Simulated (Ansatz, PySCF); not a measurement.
The pair A = AlH3 (SMILES [AlH3]) (first 4 atoms), B = CH2O (SMILES C=O); geometry from B3LYP-D3(BJ)/def2-TZVP.
(charge 0, multiplicity 1):
```xyz
8

Al     0.154     0.333     0.910
H      1.059     1.635     1.003
H     -1.372     0.454     1.385
H      0.500    -0.775    -0.175
C      0.072    -0.920     3.508
O      0.784    -0.626     2.570
H     -0.997    -0.668     3.502
H      0.500    -1.442     4.372
```

Frozen-core correlation. CBS: X⁻³ extrapolation of the correlation energy, Hartree–Fock from the larger set. MP2 and its Hartree–Fock in aug-cc-pV(T+d)Z are density fitted.

Codes used: Ansatz (Gaussian orbitals); PySCF for the dispersion terms. Values without a source in brackets are computed.

The monomers are drawn apart, rigid, along the line of their centres of mass. Counterpoise-corrected interaction energies (kcal/mol):

| level | R = 3.241 Å | R = 4.048 Å |
|---|---|---|
| PBE/def2-TZVPPD | -10.4046 | -3.9076 |
| PBE-D3(BJ)/def2-TZVPPD | -11.2370 | -4.3395 |
| wB97M-V/def2-TZVPPD | -11.5279 | -4.3740 |
| MP2/CBS(aug-cc-pV(D+d)Z, aug-cc-pV(T+d)Z) + ΔCCSD(T)/aug-cc-pV(D+d)Z | -11.0556 | -4.3023 |

Question: R is the distance of the centres of mass. Find the local exponent m of E ∝ R⁻ᵐ between the two points.

Answer: 
m = ln(E₁/E₂)/ln(R₂/R₁): PBE/def2-TZVPPD 4.4; PBE-D3(BJ)/def2-TZVPPD 4.3; wB97M-V/def2-TZVPPD 4.4; MP2/CBS(aug-cc-pV(D+d)Z, aug-cc-pV(T+d)Z) + ΔCCSD(T)/aug-cc-pV(D+d)Z 4.2. For scale, two fixed dipoles give m = 3, dipole and quadrupole 4, quadrupoles 5, and dispersion or dipole-induced dipole 6 at long range; at these distances several terms mix, and what is left of overlap and damping shifts m, so it need not match one of them.

Ansatz is a program for electronic structure.
